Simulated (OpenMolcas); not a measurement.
## Ge II: input and output

Input:

```
&GATEWAY
Coord
1

Ge 0.0 0.0 0.0
Basis=ANO-RCC-VTZP
Group=XYZ
NoMove
AngMom=0.0 0.0 0.0
AMFI
&SEWARD
* reference wave functions (RASSCF and RASSI steps not shown): 3 electrons in 9 orbitals (RAS2 4s 4p; RAS3 4d, at most 2 electrons)
>>> COPY JOB002 $Project.JobIph
&CASPT2
Multistate=3 1 2 3
Frozen=3 6
IPEA=0.25
Imaginary=0.1
MaxIter=60
WThr=0.0 0.3 0.05
PrWF=0.5
NoMix
>>> COPY JOB003 $Project.JobIph
&CASPT2
Multistate=3 1 2 3
Frozen=3 6
IPEA=0.25
Imaginary=0.1
MaxIter=60
WThr=0.0 0.3 0.05
PrWF=0.5
NoMix
>>> COPY JOB004 $Project.JobIph
&CASPT2
Multistate=9 1 2 3 4 5 6 7 8 9
Frozen=3 6
IPEA=0.25
Imaginary=0.1
MaxIter=60
WThr=0.0 0.3 0.05
PrWF=0.5
NoMix
```

Output, cut to the results:

```
--- CASPT2 ---
Orbital specifications:
      -----------------------

      Symmetry species                           1   2
                                                ag  au
      Frozen orbitals                            3   6
      Inactive orbitals                          5   0
      Active orbitals                            6   3
      Secondary orbitals                         7  13
      Deleted orbitals                           0   0
      Number of basis functions                 21  22
Type of calculation                        MS-CASPT2
      Fock operator                              state-specific
      IPEA shift                                 0.25
      Real shift                                 0.00
      Imaginary shift                            0.10
      The input orbitals will be transformed to quasi-canonical
Reference energy:       -2096.7641137254
      E2 (Non-variational):      -0.3978536854
      Shift correction:          -0.0000876218
      E2 (Variational):          -0.3979413071
      Total energy:           -2097.1620550325
      Residual norm:              0.0000000996
      Reference weight:           0.96151
      Contributions to the CASPT2 correlation energy
      Active & Virtual Only:         -0.0072076988
      One Inactive Excited:          -0.0478777641
      Two Inactive Excited:          -0.3427682224
Reference energy:       -2096.7641137253
      E2 (Non-variational):      -0.3978312014
      Shift correction:          -0.0000869540
      E2 (Variational):          -0.3979181554
      Total energy:           -2097.1620318806
      Residual norm:              0.0000000987
      Reference weight:           0.96155
      Contributions to the CASPT2 correlation energy
      Active & Virtual Only:         -0.0071852418
      One Inactive Excited:          -0.0478777371
      Two Inactive Excited:          -0.3427682225
::    CASPT2 Root  1     Total energy:  -2097.16205503
::    CASPT2 Root  2     Total energy:  -2097.16203188
::    CASPT2 Root  3     Total energy:  -2097.16204460
::    MS-CASPT2 Root  1     Total energy:  -2097.16205503
::    MS-CASPT2 Root  2     Total energy:  -2097.16204460
::    MS-CASPT2 Root  3     Total energy:  -2097.16203188
--- CASPT2 ---
Orbital specifications:
      -----------------------

      Symmetry species                           1   2
                                                ag  au
      Frozen orbitals                            3   6
      Inactive orbitals                          5   0
      Active orbitals                            6   3
      Secondary orbitals                         7  13
      Deleted orbitals                           0   0
      Number of basis functions                 21  22
Type of calculation                        MS-CASPT2
      Fock operator                              state-specific
      IPEA shift                                 0.25
      Real shift                                 0.00
      Imaginary shift                            0.10
      The input orbitals will be transformed to quasi-canonical
Reference energy:       -2096.5517359068
      E2 (Non-variational):      -0.3828652517
      Shift correction:          -0.0000507493
      E2 (Variational):          -0.3829160010
      Total energy:           -2096.9346519077
      Residual norm:              0.0000002603
      Reference weight:           0.96554
      Contributions to the CASPT2 correlation energy
      Active & Virtual Only:         -0.0023967179
      One Inactive Excited:          -0.0386622905
      Two Inactive Excited:          -0.3418062432
Reference energy:       -2096.5517359068
      E2 (Non-variational):      -0.3828624839
      Shift correction:          -0.0000507411
      E2 (Variational):          -0.3829132250
      Total energy:           -2096.9346491317
      Residual norm:              0.0000002603
      Reference weight:           0.96554
      Contributions to the CASPT2 correlation energy
      Active & Virtual Only:         -0.0023967177
      One Inactive Excited:          -0.0386595227
      Two Inactive Excited:          -0.3418062435
::    CASPT2 Root  1     Total energy:  -2096.93465191
::    CASPT2 Root  2     Total energy:  -2096.93464913
::    CASPT2 Root  3     Total energy:  -2096.93465099
::    MS-CASPT2 Root  1     Total energy:  -2096.93465191
::    MS-CASPT2 Root  2     Total energy:  -2096.93465099
::    MS-CASPT2 Root  3     Total energy:  -2096.93464913
--- CASPT2 ---
Orbital specifications:
      -----------------------

      Symmetry species                           1   2
                                                ag  au
      Frozen orbitals                            3   6
      Inactive orbitals                          5   0
      Active orbitals                            6   3
      Secondary orbitals                         7  13
      Deleted orbitals                           0   0
      Number of basis functions                 21  22
Type of calculation                        MS-CASPT2
      Fock operator                              state-specific
      IPEA shift                                 0.25
      Real shift                                 0.00
      Imaginary shift                            0.10
      The input orbitals will be transformed to quasi-canonical
Reference energy:       -2096.4636875592
      E2 (Non-variational):      -0.3884848389
      Shift correction:          -0.0001432185
      E2 (Variational):          -0.3886280574
      Total energy:           -2096.8523156166
      Residual norm:              0.0000000965
      Reference weight:           0.96000
      Contributions to the CASPT2 correlation energy
      Active & Virtual Only:         -0.0076286367
      One Inactive Excited:          -0.0401425642
      Two Inactive Excited:          -0.3407136380
Reference energy:       -2096.4636875592
      E2 (Non-variational):      -0.3885062410
      Shift correction:          -0.0001399436
...
```

Levels above the lowest, from the spin-orbit matrix with the single-state CASPT2 energies, averaged by term, on its diagonal:

```tsv
Configuration	Term	J	E (eV)	Measured (eV)	g	Term weight %
4s2 4p	2P*	1/2	0.0000	0.0000	0.666	100
4s2 4p	2P*	3/2	0.1996	0.2191	1.334	100
4s 4p2	4P	1/2	6.201	6.3946	2.670	100
4s 4p2	4P	3/2	6.274	6.4833	1.735	100
4s 4p2	4P	5/2	6.386	6.6166	1.601	100
4s 4p2	2D	3/2	8.556	8.0609	0.800	100
4s 4p2	2D	5/2	8.567	8.0819	1.201	100
4s 4p2	2S	1/2	10.830	10.6491	1.967	97
4s 4p2	2P	1/2	11.451	11.2846	0.702	97
4s 4p2	2P	3/2	11.563	11.4218	1.334	100
```

Against the 9 measured excited levels shown (NIST Handbook of Basic Atomic Spectroscopic Data) the mean absolute deviation is 1900 cm-1; the largest miss in energy is 4s 4p2 2D 3/2: computed 8.556, measured 8.0609 eV (+6.1 %), and the largest in proportion 4s2 4p 2P* 3/2 (-8.9 %).

Some high roots are left out of the spin-orbit mixing, which shifts the levels that they would mix with. Active for correlation alone: 4d; no level in the range computed is led by a configuration that fills it, so any true level of that kind is missing. Computed and measured levels are paired by configuration, term and J; levels that our copy of the source lacks, or whose pairing is in doubt (as where it misses far off the trend of its configuration), stay unpaired and out of the deviations. Only configurations of the active space appear. The first state left out of the spin-orbit step lies near 130000 cm-1 above the lowest spin-free state of the reference (among the parities and spins computed), and the list stops at four fifths of that energy or lower.

The term weight is that of the spin-free term in the level, not the purity of its configuration. * marks odd parity.
